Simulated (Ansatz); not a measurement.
Ansatz (an electronic-structure program) input file for CH4BeS, SMILES [Be]([SH])[CH3], r2SCAN-D4/def2-TZVP. 

Ansatz 0.2 input:
```yaml
crystal:
  periodic: [false, false, false]
  atoms:
    - {symbol: Be, position_ang: [-0.14364193, 0.29542765, -0.41863887]}
    - {symbol: C, position_ang: [-0.55461607, 1.35942302, -1.70726703]}
    - {symbol: H, position_ang: [-1.51581210, 1.85734893, -1.59458311]}
    - {symbol: H, position_ang: [-0.61275275, 0.86568114, -2.67614656]}
    - {symbol: H, position_ang: [0.16006741, 2.16783100, -1.85562831]}
    - {symbol: S, position_ang: [0.36546087, -0.76573792, 1.08423010]}
    - {symbol: H, position_ang: [0.02338758, -1.97730301, 0.69683403]}
basis:
  gaussian:
    orbitals: def2-TZVP
hamiltonian:
  xc: r2scan
  dispersion: d4
relax: {f_tol: 0.002, max_steps: 200}
```

Output:

```
WARN ansatz: RAYON_NUM_THREADS=1 ignored (pool sized by the plan → 1); use --threads N
Functional definition: r2SCAN
integrals: 0.03 GiB planned
758 factors; their error is unknown
mean field: 0.27 GiB planned
mean field evaluation 1: about -12330.9284 eV, gradient 6.0e1 eV
mean field evaluation 2: about -12324.6414 eV, gradient 7.0e1 eV
mean field evaluation 4: about -12339.1261 eV, gradient 3.6e0 eV
mean field evaluation 8: about -12339.1400 eV, gradient 2.5e-1 eV
mean field evaluation 16: about -12339.1401 eV, gradient 1.2e-5 eV
mean field -12339.14007512 eV, -453.4550339910 hartree, gradient 1.2e-5 eV, S^2 0.000000; 0 other end points of the search recorded, 0 dependent functions left out
the calculation of the forces begins
reference -12339.14008614 eV, -453.4550343962 hartree; 15, 15 occupied and 96, 96 virtual orbitals, 758 factors
relax step   1: F+E_penalty+E_count = -12339.16200581 eV  Δ(F+E_penalty+E_count) = +0.000e0 eV  max|allowed force component| = 6.913e-1 eV/Å  Δτ_max = 0.0000 Å  (27 SCF iters, accepted)
these checks for a lower state are left out or cut short: starts, cluster_reference, orbital_swaps, neighbouring_geometries, increment
integrals: 0.03 GiB planned
758 factors; their error is unknown
mean field: 0.27 GiB planned
mean field -12339.20691682 eV, -453.4574903783 hartree, gradient 1.1e-5 eV, S^2 0.000000; 0 other end points of the search recorded, 0 dependent functions left out
the calculation of the forces begins
reference -12339.20692791 eV, -453.4574907859 hartree; 15, 15 occupied and 96, 96 virtual orbitals, 758 factors
[...]
these checks for a lower state are left out or cut short: starts, cluster_reference, orbital_swaps, neighbouring_geometries, increment
integrals: 0.03 GiB planned
758 factors; their error is unknown
mean field: 0.27 GiB planned
mean field -12339.21718612 eV, -453.4578677681 hartree, gradient 9.6e-6 eV, S^2 0.000000; 0 other end points of the search recorded, 0 dependent functions left out
the calculation of the forces begins
reference -12339.21719722 eV, -453.4578681760 hartree; 15, 15 occupied and 96, 96 virtual orbitals, 758 factors
relax step  25: F+E_penalty+E_count = -12339.23957165 eV  Δ(F+E_penalty+E_count) = +3.698e-5 eV  max|allowed force component| = 4.285e-2 eV/Å  Δτ_max = 0.0405 Å  (30 SCF iters, rejected (line search))
these checks for a lower state are left out or cut short: starts, cluster_reference, orbital_swaps, neighbouring_geometries, increment
integrals: 0.03 GiB planned
758 factors; their error is unknown
mean field: 0.27 GiB planned
mean field -12339.21723592 eV, -453.4578695983 hartree, gradient 9.3e-6 eV, S^2 0.000000; 0 other end points of the search recorded, 0 dependent functions left out
the calculation of the forces begins
reference -12339.21724702 eV, -453.4578700061 hartree; 15, 15 occupied and 96, 96 virtual orbitals, 758 factors
relax step  26: F+E_penalty+E_count = -12339.23962175 eV  Δ(F+E_penalty+E_count) = -1.312e-5 eV  max|allowed force component| = 8.895e-3 eV/Å  Δτ_max = 0.0199 Å  (30 SCF iters, accepted)
these checks for a lower state are left out or cut short: starts, cluster_reference, orbital_swaps, neighbouring_geometries, increment
integrals: 0.03 GiB planned
758 factors; their error is unknown
mean field: 0.27 GiB planned
mean field evaluation 192: about -12339.2172 eV, gradient 2.5e-1 eV
mean field -12339.21724025 eV, -453.4578697572 hartree, gradient 9.3e-6 eV, S^2 0.000000; 0 other end points of the search recorded, 0 dependent functions left out
the calculation of the forces begins
reference -12339.21725134 eV, -453.4578701650 hartree; 15, 15 occupied and 96, 96 virtual orbitals, 758 factors
relax step  27: F+E_penalty+E_count = -12339.23962593 eV  Δ(F+E_penalty+E_count) = -4.182e-6 eV  max|allowed force component| = 1.738e-2 eV/Å  Δτ_max = 0.0157 Å  (30 SCF iters, accepted)
these checks for a lower state are left out or cut short: starts, cluster_reference, orbital_swaps, neighbouring_geometries, increment
integrals: 0.03 GiB planned
758 factors; their error is unknown
mean field: 0.27 GiB planned
mean field -12339.21724978 eV, -453.4578701077 hartree, gradient 9.2e-6 eV, S^2 0.000000; 0 other end points of the search recorded, 0 dependent functions left out
the calculation of the forces begins
reference -12339.21726088 eV, -453.4578705155 hartree; 15, 15 occupied and 96, 96 virtual orbitals, 758 factors
relax step  28: F+E_penalty+E_count = -12339.23963543 eV  Δ(F+E_penalty+E_count) = -9.503e-6 eV  max|allowed force component| = 1.004e-2 eV/Å  Δτ_max = 0.0031 Å  (32 SCF iters, accepted)
these checks for a lower state are left out or cut short: starts, cluster_reference, orbital_swaps, neighbouring_geometries, increment
integrals: 0.03 GiB planned
758 factors; their error is unknown
mean field: 0.27 GiB planned
mean field -12339.21726527 eV, -453.4578706767 hartree, gradient 9.3e-6 eV, S^2 0.000000; 0 other end points of the search recorded, 0 dependent functions left out
the calculation of the forces begins
reference -12339.21727636 eV, -453.4578710845 hartree; 15, 15 occupied and 96, 96 virtual orbitals, 758 factors
relax step  29: F+E_penalty+E_count = -12339.23965047 eV  Δ(F+E_penalty+E_count) = -1.503e-5 eV  max|allowed force component| = 4.329e-3 eV/Å  Δτ_max = 0.0155 Å  (30 SCF iters, accepted)
these checks for a lower state are left out or cut short: starts, cluster_reference, orbital_swaps, neighbouring_geometries, increment
integrals: 0.03 GiB planned
758 factors; their error is unknown
mean field: 0.27 GiB planned
mean field -12339.21722258 eV, -453.4578691081 hartree, gradient 9.7e-6 eV, S^2 0.000000; 0 other end points of the search recorded, 0 dependent functions left out
the calculation of the forces begins
reference -12339.21723369 eV, -453.4578695162 hartree; 15, 15 occupied and 96, 96 virtual orbitals, 758 factors
relax step  30: F+E_penalty+E_count = -12339.23960716 eV  Δ(F+E_penalty+E_count) = +4.331e-5 eV  max|allowed force component| = 4.488e-2 eV/Å  Δτ_max = 0.0465 Å  (30 SCF iters, rejected (line search))
these checks for a lower state are left out or cut short: starts, cluster_reference, orbital_swaps, neighbouring_geometries, increment
integrals: 0.03 GiB planned
758 factors; their error is unknown
mean field: 0.27 GiB planned
mean field evaluation 224: about -12339.2173 eV, gradient 9.3e-6 eV
mean field -12339.21727997 eV, -453.4578712172 hartree, gradient 9.3e-6 eV, S^2 0.000000; 0 other end points of the search recorded, 0 dependent functions left out
the calculation of the forces begins
reference -12339.21729107 eV, -453.4578716251 hartree; 15, 15 occupied and 96, 96 virtual orbitals, 758 factors
relax step  31: F+E_penalty+E_count = -12339.23966477 eV  Δ(F+E_penalty+E_count) = -1.431e-5 eV  max|allowed force component| = 5.766e-3 eV/Å  Δτ_max = 0.0227 Å  (30 SCF iters, accepted)
these checks for a lower state are left out or cut short: starts, cluster_reference, orbital_swaps, neighbouring_geometries, increment
integrals: 0.03 GiB planned
758 factors; their error is unknown
mean field: 0.27 GiB planned
mean field -12339.21727380 eV, -453.4578709902 hartree, gradient 9.3e-6 eV, S^2 0.000000; 0 other end points of the search recorded, 0 dependent functions left out
the calculation of the forces begins
reference -12339.21728490 eV, -453.4578713982 hartree; 15, 15 occupied and 96, 96 virtual orbitals, 758 factors
relax step  32: F+E_penalty+E_count = -12339.23965824 eV  Δ(F+E_penalty+E_count) = +6.530e-6 eV  max|allowed force component| = 2.433e-2 eV/Å  Δτ_max = 0.0245 Å  (30 SCF iters, rejected (line search))
these checks for a lower state are left out or cut short: starts, cluster_reference, orbital_swaps, neighbouring_geometries, increment
integrals: 0.03 GiB planned
758 factors; their error is unknown
mean field: 0.27 GiB planned
mean field -12339.21728764 eV, -453.4578714988 hartree, gradient 9.3e-6 eV, S^2 0.000000; 0 other end points of the search recorded, 0 dependent functions left out
the calculation of the forces begins
reference -12339.21729874 eV, -453.4578719068 hartree; 15, 15 occupied and 96, 96 virtual orbitals, 758 factors
relax step  33: F+E_penalty+E_count = -12339.23967206 eV  Δ(F+E_penalty+E_count) = -7.286e-6 eV  max|allowed force component| = 5.230e-3 eV/Å  Δτ_max = 0.0120 Å  (31 SCF iters, accepted)
these checks for a lower state are left out or cut short: starts, cluster_reference, orbital_swaps, neighbouring_geometries, increment
integrals: 0.03 GiB planned
758 factors; their error is unknown
mean field: 0.27 GiB planned
mean field -12339.21729144 eV, -453.4578716386 hartree, gradient 9.3e-6 eV, S^2 0.000000; 0 other end points of the search recorded, 0 dependent functions left out
the calculation of the forces begins
reference -12339.21730254 eV, -453.4578720466 hartree; 15, 15 occupied and 96, 96 virtual orbitals, 758 factors
relax step  34: F+E_penalty+E_count = -12339.23967569 eV  Δ(F+E_penalty+E_count) = -3.628e-6 eV  max|allowed force component| = 1.552e-2 eV/Å  Δτ_max = 0.0232 Å  (30 SCF iters, accepted)
these checks for a lower state are left out or cut short: starts, cluster_reference, orbital_swaps, neighbouring_geometries, increment
integrals: 0.03 GiB planned
758 factors; their error is unknown
mean field: 0.27 GiB planned
mean field -12339.21729633 eV, -453.4578718181 hartree, gradient 9.2e-6 eV, S^2 0.000000; 0 other end points of the search recorded, 0 dependent functions left out
the calculation of the forces begins
reference -12339.21730743 eV, -453.4578722261 hartree; 15, 15 occupied and 96, 96 virtual orbitals, 758 factors
relax step  35: F+E_penalty+E_count = -12339.23968074 eV  Δ(F+E_penalty+E_count) = -5.049e-6 eV  max|allowed force component| = 8.528e-3 eV/Å  Δτ_max = 0.0027 Å  (32 SCF iters, accepted)
these checks for a lower state are left out or cut short: starts, cluster_reference, orbital_swaps, neighbouring_geometries, increment
integrals: 0.03 GiB planned
758 factors; their error is unknown
mean field: 0.27 GiB planned
mean field evaluation 256: about -12339.2173 eV, gradient 6.1e-5 eV
mean field -12339.21730094 eV, -453.4578719875 hartree, gradient 9.2e-6 eV, S^2 0.000000; 0 other end points of the search recorded, 0 dependent functions left out
the calculation of the forces begins
reference -12339.21731204 eV, -453.4578723956 hartree; 15, 15 occupied and 96, 96 virtual orbitals, 758 factors
relax step  36: F+E_penalty+E_count = -12339.23968547 eV  Δ(F+E_penalty+E_count) = -4.736e-6 eV  max|allowed force component| = 2.154e-3 eV/Å  Δτ_max = 0.0051 Å  (32 SCF iters, accepted)
these checks for a lower state are left out or cut short: starts, cluster_reference, orbital_swaps, neighbouring_geometries, increment
integrals: 0.03 GiB planned
758 factors; their error is unknown
mean field: 0.27 GiB planned
mean field -12339.21730607 eV, -453.4578721762 hartree, gradient 9.2e-6 eV, S^2 0.000000; 0 other end points of the search recorded, 0 dependent functions left out
the calculation of the forces begins
reference -12339.21731718 eV, -453.4578725843 hartree; 15, 15 occupied and 96, 96 virtual orbitals, 758 factors
relax step  37: F+E_penalty+E_count = -12339.23969060 eV  Δ(F+E_penalty+E_count) = -5.133e-6 eV  max|allowed force component| = 1.141e-3 eV/Å  Δτ_max = 0.0122 Å  (31 SCF iters, accepted)
integrals: 0.03 GiB planned
758 factors; their error is unknown
mean field: 0.27 GiB planned
mean field -12339.21730607 eV, -453.4578721762 hartree, gradient 1.9e-5 eV, S^2 0.000000; 1 other end points of the search recorded, 0 dependent functions left out
the calculation of the forces begins
reference -12339.21731718 eV, -453.4578725843 hartree; 15, 15 occupied and 96, 96 virtual orbitals, 758 factors
Total energy: -12339.23970171 eV, -453.4586952007 hartree
Atom 0 at    -0.038594     0.328476    -0.434048 Å, force    -0.000040    -0.000177     0.000156 eV/Å
Atom 1 at    -0.540605     1.320468    -1.687424 Å, force     0.000228    -0.000625    -0.000601 eV/Å
Atom 2 at    -1.569762     1.670301    -1.557416 Å, force    -0.000110     0.000053     0.000165 eV/Å
Atom 3 at    -0.493069     0.817048    -2.658719 Å, force    -0.000035     0.000251     0.000156 eV/Å
Atom 4 at     0.087911     2.214474    -1.768206 Å, force     0.000053     0.000288     0.000259 eV/Å
Atom 5 at     0.558900    -0.783184     1.005499 Å, force    -0.001060    -0.000930    -0.000831 eV/Å
Atom 6 at    -0.282688    -1.764912     0.629114 Å, force     0.000964     0.001141     0.000696 eV/Å
Dipole moment:    -0.153938    -0.001916    -0.184513 e Å
```

Self-consistency was reached.
